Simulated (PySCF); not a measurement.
Bond curve of BeS⁺

Set-up: PySCF, spin-free X2C with a Gaussian nucleus, basis sets Be jorge-DZP-DKH, S jorge-DZP-DKH. Energies in eV from Be⁺ + S in their ground configurations at the same level. All curves are PBE0. state 1: ²Π (doublet), unpaired electrons π ↑; state 2: ⁴Σ⁻ (quartet), unpaired electrons σ ↑, π ↑↑, a second solution, started from another occupation; state 3: Ms = 0.5 determinant of mixed spin (⟨S²⟩ near 1.8), unpaired electrons σ ↓, π ↑↑, a second solution, started from another occupation.

| R (Å) | state 1 | state 2 | state 3 |
| --- | --- | --- | --- |
| 1.594 | -2.336 | 0.793 | 0.911 |
| 1.669 | -2.864 | -0.070 | 0.037 |
| 1.743 | -3.158 | -0.689 | -0.589 |
| 1.798 | -3.262 | -1.031 | -0.934 |
| 1.854 | -3.291 | -1.291 | -1.195 |
| 1.910 | -3.261 | -1.485 | -1.390 |
| 1.984 | -3.151 | -1.664 | -1.567 |
| 2.076 | -2.937 | -1.791 | -1.691 |
| 2.188 | -2.615 | -1.847 | -1.742 |
| 2.336 | -2.143 | -1.819 | -1.706 |

Task: Put a parabola through the three lowest points of the state 1 curve and estimate Re, k and ωe (reduced mass 7.03 u; 1 eV/Å² = 0.16022 mdyn/Å; ωe = 1302.8·√(k/μ) cm⁻¹).

Result: Through R = 1.798, 1.854, 1.91 Å the second-order coefficient is 9.41 eV/Å², so Re ≈ 1.854 Å, k ≈ 3.01 mdyn/Å and ωe ≈ 853 cm⁻¹. A polynomial fit of higher order to the unrounded PBE0 energies gives Re = 1.851 Å, k = 3.10 mdyn/Å, ωe = 865 cm⁻¹; anharmonicity and rounding make the difference.

The higher-order fit for each curve: state 1: Re = 1.851 Å, ωe = 865 cm⁻¹, De = 3.29 eV; state 2: Re = 2.216 Å, ωe = 432 cm⁻¹, minimum 1.85 eV below the ground-state fragments; state 3: Re = 2.205 Å, ωe = 445 cm⁻¹, minimum 1.74 eV below the ground-state fragments.

For an ion De counts to the pair picked by the measured ionisation energies or electron affinities, which need not be the lowest pair at this level. The state is the lowest determinant that a PBE0 search found; another state may lie lower at other levels.
